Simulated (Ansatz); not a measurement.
Harmonic frequencies (cm⁻¹) at PBE0-D4/def2-TZVP from Ansatz: 95, 122, 154, 194, 211, 391, 578, 662, 690, 769, 808, 1228, 1435, 1444, 2715, 3063, 3164, 3176.

Each molecule was computed in one conformer, which needn't be the lowest.

Q: Which molecule is it?
A. `Cl[SiH][SiH2]Cl`•
B. `C[Se][SiH]F`•
C. `C[S][GeH][F]`•
D. `[CH3][Ge]([F])[SH]`•

A: D.
